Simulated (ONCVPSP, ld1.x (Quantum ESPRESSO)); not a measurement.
## Hardness and transferability of assorted potentials

Generated with ld1.x 7.5 (TM, RRKJ, ultrasoft, PAW), atompaw 4.2 or ONCVPSP 4.0.1. The cutoff is in Ry: for ld1.x and atompaw files where the sum of valence levels is converged to 10 mRy in a Bessel basis, for ONCV files where the hardest occupied wave has 1 mHa per electron of residual kinetic energy. The error is the largest all-electron minus pseudo excitation energy over each file’s own four to seven test configurations (ionisations up to +4, promotions, holes and added fractions of an electron), all of which were solved. The labels leave out finer settings (local radius, basis sizes, second energies), which also bear on the numbers. Spin-polarised tests are not counted. The rows are a selection from randomly drawn settings: files with unsolved tests, undetermined cutoffs or missed reference levels are left out.

A true bound ghost makes a file unfit for plane-wave use even where its test errors are small: the radial tests pick states by their node count and pass the ghost by.

| element | potential | cutoff (Ry) | largest error (meV) | bound ghosts |
| --- | --- | --- | --- | --- |
| Be | ONCV, PBEsol, scalar-relativistic, rc 0.70/0.65 (sp), local smoothed, core correction no, reference 1s2 2s1, qcut 18.6/11.2, projectors 2/2 | 257 | +419 | none |
| Ca | ONCV, PBE, scalar-relativistic, rc 3.90/3.95/2.55 (spd), local smoothed, core correction no, reference 3d1 4s1, qcut 1.5/1.7/7.1, projectors 3/1/2 | 26 | +316 | none |
| Mo | ONCV, PBEsol, scalar-relativistic, rc 1.40/1.90/1.95 (spd), local smoothed, core correction yes, reference 4s2 4p6 4d5 5s1, qcut 6.5/6/8.9, projectors 3/1/2 | 42 | +6.8 | none |
| I | TM, Wu–Cohen, scalar-relativistic, rc 1.35/1.95 (sp), local s, core correction yes, reference 5s2 5p3 | 70 | -50 | d |
| Os | ONCV, PBE, scalar-relativistic, rc 1.55/1.15/2.10/2.20 (spdf), local smoothed, core correction no, reference 5s2 5p6 5d7 6s1, qcut 8.6/7.3/6.5/5.1, projectors 2/3/2/2 | 117 | -2.9 | s |

Fill in the row for W: ONCV, PBEsol, scalar-relativistic, rc 1.80/1.45/1.75 (spd), local smoothed, core correction yes, reference 5s2 5p6 5d5 6s1, qcut 6/8.8/5.8, projectors 2/3/3.

cutoff 55 Ry, largest error -8.6 meV, bound ghosts: none.

Fill in the row for Sn: ONCV, revPBE, scalar-relativistic, rc 1.75/2.25/1.35 (spd), local smoothed, core correction no, reference 4d10 5s2 5p1, qcut 4.5/3.1/13.4, projectors 2/2/1.

cutoff 96 Ry, largest error +11 meV, bound ghosts: s.

Fill in the row for Pt: TM semilocal, PBE, scalar-relativistic, rc 2.35/1.20/1.20/2.62 (spdf), local p, core correction yes, reference 5p6 5d8 6s0 6p0.

cutoff 120 Ry, largest error -180 meV, bound ghosts: none.
